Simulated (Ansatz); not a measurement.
Geometry optimisation, RKS PBE-D4/def2-SVP (Ansatz 0.2.0).

input.yaml

```yaml
crystal:
  periodic: [false, false, false]
  atoms:
    - { symbol: Zr, position_ang: [-0.424228, 0.191825, -0.508159] }
    - { symbol: "N", position_ang: [-0.205461, -0.362228, 2.829321] }
    - { symbol: H, position_ang: [-0.611932, -1.157814, 3.336051] }
    - { symbol: H, position_ang: [0.470703, 0.080847, 3.46326] }
    - { symbol: F, position_ang: [1.411657, 0.687116, -0.335382] }
    - { symbol: F, position_ang: [-0.963713, 0.873524, -2.203785] }
    - { symbol: F, position_ang: [-0.682606, -1.696682, -0.623297] }
    - { symbol: F, position_ang: [-1.606182, 1.06855, 0.78445] }
    - { symbol: H, position_ang: [-0.975038, 0.326263, 2.67534] }
basis:
  gaussian: { orbitals: def2-SVP }
hamiltonian:
  xc: pbe
  dispersion: d4
relax:
  f_tol: 0.03
  max_steps: 50
```

Command:

```bash
$ ansatz run input.yaml --threads 4 --pin off --max-ram 5120MiB --backend cpu --events-out ev --progress --plain --runs-dir out
```

Where does it end, and by what steps?

The run converged. After 7 steps the energy has fallen by 0.708 eV; H3 moved furthest, 0.78 Å. Joined: Zr1–N2 (3.39 → 2.48 Å).

| step | energy less start (eV) | largest force component (eV/Å) | accepted |
| --- | --- | --- | --- |
| 0 | 0.0000 | 1.014 | yes |
| 1 | -0.2102 | 0.708 | yes |
| 2 | -0.4539 | 1.220 | yes |
| 3 | -0.6120 | 1.072 | yes |
| 4 | -0.6637 | 0.592 | yes |
| 5 | -0.7045 | 0.101 | yes |
| 6 | -0.7078 | 0.030 | yes |
| 7 | -0.7080 | 0.003 | yes |

```xyz
9
Properties=species:S:1:pos:R:3
Zr -0.496 0.211 -0.060
N -0.281 -0.249 2.365
H -0.430 -1.244 2.585
H 0.651 -0.001 2.724
F 1.324 0.780 0.235
F -0.666 0.570 -1.941
F -0.832 -1.690 -0.042
F -1.891 1.350 0.632
H -0.966 0.284 2.920
```

Whether the end is a true minimum wasn't checked by a vibrational analysis.

Time of the run: 13 s on 4 threads of Arm Neoverse V1, on a shared host, peak memory 0.17 GiB.
